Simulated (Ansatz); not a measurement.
`C[Si](C)(P)Cl`, relaxed with RKS PBE-D4/def2-SVP in the Gaussian-basis code of Ansatz from a rough embedded geometry. The force threshold is 0.03 eV/Å; the program also tests the step.

Total charge 0; spin multiplicity 1.

Start:

```xyz
13

C    -1.718    0.247    0.388
Si    0.000    0.517   -0.071
C     0.558   -0.775   -1.241
P     1.340    0.482    1.715
Cl    0.222    2.359   -0.964
H    -2.419    0.343   -0.456
H    -2.067    1.072    1.100
H    -1.886   -0.656    0.882
H     0.030   -0.768   -2.131
H     1.655   -0.630   -1.505
H     0.511   -1.784   -0.786
H     1.292   -0.931    1.951
H     2.483    0.524    1.117
```

How much energy does the relaxation release, and in how many steps? (An estimate is asked.)

The calculation gave: 0.71 eV, in 5 steps, 1 of them rejected.

Which bonds change most? (Estimate.)

The calculation gave: P4–H13 from 1.291 to 1.442 Å; C1–Si2 from 1.799 to 1.881 Å; C3–H9 from 1.036 to 1.109 Å; C1–H8 from 1.044 to 1.110 Å.

Give the relaxed structure. (An estimate is asked.)

Computed: 
```xyz
13

C    -1.763    0.277    0.426
Si    0.044    0.491   -0.048
C     0.604   -0.808   -1.291
P     1.314    0.569    1.844
Cl    0.261    2.377   -0.951
H    -2.408    0.322   -0.475
H    -2.084    1.077    1.123
H    -1.923   -0.704    0.921
H    -0.017   -0.760   -2.208
H     1.662   -0.649   -1.578
H     0.510   -1.825   -0.856
H     1.257   -0.867    2.001
H     2.543    0.500    1.093
```
